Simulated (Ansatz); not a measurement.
Input for Ansatz (a quantum-chemistry and plane-wave program): R-B97M-V/def2-TZVPPD on H2O (SMILES O). The basis file is the Basis Set Exchange's JSON of that set.

Ansatz 0.2 input:
```yaml
crystal:
  periodic: [false, false, false]
  atoms:
    - {symbol: O, position_ang: [-0.00000000, -0.00000000, 0.38961139]}
    - {symbol: H, position_ang: [-0.00000000, 0.76498632, -0.19485569]}
    - {symbol: H, position_ang: [0.00000000, -0.76498632, -0.19485569]}
basis:
  gaussian:
    orbitals: def2-TZVPPD.json
hamiltonian:
  xc: {name: B97M-V}
scf: {lower_state_search: off}
```

The log:

```
WARN ansatz: RAYON_NUM_THREADS=1 ignored (pool sized by the plan → 1); use --threads N
Functional definition: B97M-V
these checks for a lower state are left out or cut short: stability, starts, cluster_reference, orbital_swaps, neighbouring_geometries, increment
integrals: 0.01 GiB planned
302 factors; their error is unknown
mean field: 0.14 GiB planned
mean field evaluation 1: about -2075.4062 eV, gradient 5.3e1 eV
mean field evaluation 2: about -2060.8603 eV, gradient 1.0e2 eV
mean field evaluation 4: about -2080.0121 eV, gradient 7.7e-1 eV
mean field evaluation 8: about -2080.0135 eV, gradient 2.1e-2 eV
mean field evaluation 16: about -2080.0135 eV, gradient 4.0e-7 eV
mean field -2080.01351026 eV, -76.4390866182 hartree, gradient 4.0e-7 eV, S^2 0.000000; 0 other end points of the search recorded, 0 dependent functions left out
reference -2080.01356799 eV, -76.4390887398 hartree; 5, 5 occupied and 69, 69 virtual orbitals, 302 factors
Total energy: -2080.01356799 eV, -76.4390887398 hartree
Checks for a lower state left out: stability, starts, cluster_reference, orbital_swaps, neighbouring_geometries, increment
```

Self-consistency was reached.

Cost: around 0.3 core-seconds (rough).
